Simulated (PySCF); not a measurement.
Spinor energies of Ba¹⁸⁺ (barium, charge +18)

Start: [Kr] 4d2; 4d3/2 filled at m_j = +1/2, +3/2. Calculated with PySCF 2.14 in an uncontracted even-tempered set (18 s from 1 bohr⁻², ratio 2.8; 14 p from 1.4 bohr⁻², ratio 2.8; 9 d from 1.4 bohr⁻², ratio 2.8; 4 f from 5.1 bohr⁻², ratio 3): generalised Hartree-Fock with the X2C-1e Hamiltonian and a Gaussian nucleus; spin-orbit coupling (SO) screened by Boettger's factors.

```tsv
spinor shell	electrons	ε, screened SO (eV)	weight of nominal j (screened SO)	rms radius, screened SO (bohr)
1s1/2	2	-38077.1	1.000	0.0292
2s1/2	2	-6506.5	1.000	0.119
2p1/2	2	-6144.2	1.000	0.102
2p3/2	4	-5757.5	1.000	0.108
3s1/2	2	-1757.3	1.000	0.310
3p1/2	2	-1604.7	1.000	0.301
3p3/2	4	-1526.6	1.000	0.313
3d3/2	4	-1263.0	0.999	0.284
3d5/2	6	-1244.6	0.999	0.287
4s1/2	2	-663.01	1.000	0.676
4p1/2	2	-603.23	0.984	0.689
4p3/2	4	-578.37	0.992	0.710
4d3/2	2	-488.96	0.973	0.734
```

```json
{"quantity": "E (hartree)", "screened SO": "-8005.88977"}
{"quantity": "M_J", "screened SO": "2"}
{"quantity": "⟨J²⟩", "screened SO": "6.172"}
{"quantity": "⟨L²⟩", "screened SO": "10.861"}
{"quantity": "⟨S²⟩", "screened SO": "1.668"}
```

Each row is a mean over spinors that exchange with the open shell spreads, by up to 10.716 eV (4p1/2).

⟨J²⟩ departs a little from M_J(M_J + 1) because the unrestricted spinors polarise the closed shells.

Breit and QED terms are absent; they matter most for the inner s and p1/2 levels.

Densities and radii are taken from the X2C orbitals without a picture-change correction, which distorts them close to the nucleus.
